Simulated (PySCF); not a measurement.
**Ionisation energy along the 3-electron series**

Calculated with PySCF 2.14 and a two-component X2C-1e Hamiltonian (Gaussian nucleus, no Breit or QED terms), each ion in its own even-tempered basis scaled to its charge; GMP2 freezes nothing and drops the highest virtual spinors. Values in eV. NIST values: (m) measured, (s) semi-empirical, (t) theoretical.

| ion | configuration | GHF (screened spin-orbit) | GMP2 (screened spin-orbit) | NIST |
| --- | --- | --- | --- | --- |
| Pr(56+) | [He] 2s1 | 11907.6 | 11907.8 | 11895.89 ± 0.06 (t) |
| Pm(58+) | [He] 2s1 | 12810.4 | 12810.7 | 12797.26 ± 0.07 (t) |

(1) Fill in the row of Nd(57+).

Results:

(1) configuration: [He] 2s1; GHF (screened spin-orbit): 12354.1; GMP2 (screened spin-orbit): 12354.3; NIST: 12341.66 ± 0.07 (t).
